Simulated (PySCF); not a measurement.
CH4BrGaO, SMILES [CH3][Ga]([OH])[Br]. Geometry: PBE-D3(BJ)/def2-SVP. The structure was generated by enumeration; whether it is a known compound was not checked. Other conformers were not sampled.

Give the equilibrium geometry at PBE-D3(BJ)/def2-SVP (PySCF confirms it by a frequency run) as bond lengths and angles, and its point group. (Estimate from the structure and the level; the computed values follow.)

Several could match; the one computed here: point group Cs.
Atoms: Ga1 Br2 C3 H4 H5 H6 O7 H8. Bonds (Å): Ga1–Br2 2.324, Ga1–C3 1.955, Ga1–O7 1.799, C3–H4 1.107, C3–H5 1.106, C3–H6 1.107, O7–H8 0.976. Bond angles (°): Br2–Ga1–C3 123.9, Br2–Ga1–O7 115.0, C3–Ga1–O7 121.1, Ga1–C3–H4 109.7, Ga1–C3–H5 109.7, Ga1–C3–H6 109.7, H4–C3–H5 109.7, H4–C3–H6 108.3, H5–C3–H6 109.7, Ga1–O7–H8 112.1.
